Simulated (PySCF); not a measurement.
Species: C6H6NP.
Atom-mapped SMILES: `[CH2:1]=[CH:2][c:3]1[cH:4][p:5][cH:6][cH:7][n:8]1`

Cartesian coordinates in Å at the GFN2-xTB level; atoms count from 1:
```
atom  x, y, z in Å
C1     2.4369    0.9208    0.1405
C2     1.7571   -0.2186    0.1515
C3     0.3000   -0.2840    0.0374
C4    -0.3193   -1.5306    0.0637
P5    -2.0268   -1.7899   -0.0570
C6    -2.5295   -0.1364   -0.1984
C7    -1.6481    0.9291   -0.1931
N8    -0.3382    0.8799   -0.0854
H9     3.5098    0.9472    0.2263
H10    1.9200    1.8600    0.0438
H11    2.2638   -1.1703    0.2482
H12    0.3057   -2.4095    0.1675
H13   -3.5879    0.0656   -0.2951
H14   -2.0442    1.9363   -0.2872
```

Definitions: NICS(0) = −σiso at the ring centroid; NICS(1) = −σiso and NICS(1)zz = −σzz at ±1 Å along the ring normal z. Level: GIAO PBE0/pcSseg-1 (PySCF, non-relativistic, gas phase) on the GFN2-xTB geometry, one conformer.

Ring bond lengths (Å), with Mayer bond orders in brackets: C3–C4 1.392 (1.32), C4–P5 1.731 (1.33), P5–C6 1.734 (1.32), C6–C7 1.383 (1.39), C7–N8 1.315 (1.53), N8–C3 1.333 (1.44).

Question: Give the NICS values of each ring in ppm.

Answer: 
| ring | type | NICS(0) | NICS(1), two faces | NICS(1)zz, two faces | rms pucker (Å) | centre to ring atoms, mean (Å) |
| --- | --- | --- | --- | --- | --- | --- |
| C3–C4–P5–C6–C7–N8 | 6-membered ring with N and P; formal bonds all aromatic | -5.0 | -9.6 / -9.6 | -23.5 / -23.5 | 0.00 | 1.47 |

Question: What do they say, and how far can they be read as aromaticity?

Answer: 
- C3–C4–P5–C6–C7–N8: mean NICS(1)zz -23.5 ppm, shielded.

Question: What does the geometric index give? HOMA takes Krygowski's 1993 parameters.

Answer: 
- C3–C4–P5–C6–C7–N8: HOMA 0.95; the largest term is that of P5–C6, α(R − Ropt)² = 0.15.

Question: List the ring angles and the Hirshfeld charges of the ring atoms.

Answer: 
- C3–C4–P5–C6–C7–N8: C3 124.8° (+0.065 e), C4 124.9° (-0.115 e), P5 98.6° (+0.129 e), C6 123.3° (-0.117 e), C7 127.3° (+0.024 e), N8 121.1° (-0.137 e); sum 720.0° against 720° for a flat convex ring.

Question: What are the shieldings of the ring atoms and their hydrogens in the same run (means over atoms taken as equivalent)?

Answer: 
| atoms | environment | σ isotropic (ppm) | principal values of the symmetric part, first atom (ppm) |
| --- | --- | --- | --- |
| C3 | substituted aromatic carbon | 26.7 | -74.8, 0.0, 155.0 |
| C4 | aromatic CH carbon | 31.0 | -129.0, 48.7, 173.2 |
| P5 | phosphorus bonded to 2 C | 44.1 | -302.5, -103.3, 538.2 |
| C6 | aromatic CH carbon | 32.1 | -138.7, 49.8, 185.3 |
| C7 | aromatic CH next to a ring nitrogen | 30.1 | -81.1, 24.0, 147.4 |
| N8 | pyridine-type nitrogen | -73.0 | -391.4, -139.4, 311.9 |
| H12 | aromatic hydrogen | 23.04 | 19.0, 21.3, 28.8 |
| H13 | aromatic hydrogen | 23.04 | 19.3, 22.2, 27.7 |
| H14 | aromatic hydrogen | 22.37 | 17.2, 23.1, 26.8 |

Time: 32 s of wall time; peak memory 0.87 GiB. Hardware: one thread, Intel Xeon Platinum 8259CL at 2.50 GHz (x86_64), shared host with 96 logical CPUs at a one-minute load of 22. This is the whole shielding run at PBE0/pcSseg-1, SCF included.
